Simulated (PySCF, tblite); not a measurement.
Isomers of C2H13N3OSi3. Level: GFN2-xTB in tblite, geometry and Hessian alike; calculated harmonic values, unscaled, isolated species. Errors from tens to a few hundred cm⁻¹ against measured bands are possible. Modes of hydrogen on silicon can be 10 to 20 % off. One conformer each.

Electronic energies: PBE0/pcSseg-1 single points on the GFN2-xTB geometries (PySCF, gas phase).

```csv
SMILES,"electronic energy, lowest = 0 (kcal/mol)"
C[Si]1(C)N[SiH2]N[Si@H](O)N1,0.0
O[SiH]1NC[SiH2]N[SiH2]CN1,74.2
O[Si@@H]1CNC[SiH2]N[SiH2]N1,64.5
O[Si@H]1NCC[SiH2]N[SiH2]N1,45.6
CN1[SiH2]N[SiH2]CN[Si@@H]1O,60.3
```

Q: How do GFN2-xTB zero-point energies change the relative energies?

A: 
```csv
SMILES,ZPE (kcal/mol),of it from modes above 1550 cm⁻¹,electronic (kcal/mol),"with ZPE, lowest = 0 (kcal/mol)",lowest mode (cm⁻¹),rings
C[Si]1(C)N[SiH2]N[Si@H](O)N1,100.6,55.9,0.0,0.0,29,1
O[Si@H]1NCC[SiH2]N[SiH2]N1,99.8,52.8,45.6,44.8,25,1
CN1[SiH2]N[SiH2]CN[Si@@H]1O,99.4,51.9,60.3,59.1,38,1
O[Si@@H]1CNC[SiH2]N[SiH2]N1,100.8,52.3,64.5,64.7,62,1
O[SiH]1NC[SiH2]N[SiH2]CN1,99.2,52.4,74.2,72.8,37,1
```

The zero-point energies span 1.6 kcal/mol, from `O[SiH]1NC[SiH2]N[SiH2]CN1` to `O[Si@@H]1CNC[SiH2]N[SiH2]N1`. The order is unchanged.

Q: And how do the electronic energies of GFN2-xTB itself compare?

A: `C[Si]1(C)N[SiH2]N[Si@H](O)N1` 0.0; `O[Si@H]1NCC[SiH2]N[SiH2]N1` 12.0; `CN1[SiH2]N[SiH2]CN[Si@@H]1O` 17.3; `O[Si@@H]1CNC[SiH2]N[SiH2]N1` 37.4; `O[SiH]1NC[SiH2]N[SiH2]CN1` 40.1 kcal/mol, lowest = 0. Against the energies above, taken from the same isomer `C[Si]1(C)N[SiH2]N[Si@H](O)N1`, the largest difference is 43.0 kcal/mol.

Q: What do entropy and thermal enthalpy add at 298.15 K and 1 bar (rigid rotor, harmonic oscillator, one conformer each)?

A: 
```tsv
SMILES	point group	symmetry number	S (cal/(mol K))	H − H(0) (kcal/mol)	ZPE + H − H(0) − TS (kcal/mol)
C[Si]1(C)N[SiH2]N[Si@H](O)N1	C1	1	122.3	10.16	74.3
CN1[SiH2]N[SiH2]CN[Si@@H]1O	C1	1	115.3	9.26	74.2
O[Si@@H]1CNC[SiH2]N[SiH2]N1	C1	1	107.8	8.48	77.1
O[SiH]1NC[SiH2]N[SiH2]CN1	C1	1	112.9	9.02	74.6
```

Not tabulated: `O[Si@H]1NCC[SiH2]N[SiH2]N1` (lowest mode only 25 cm⁻¹).
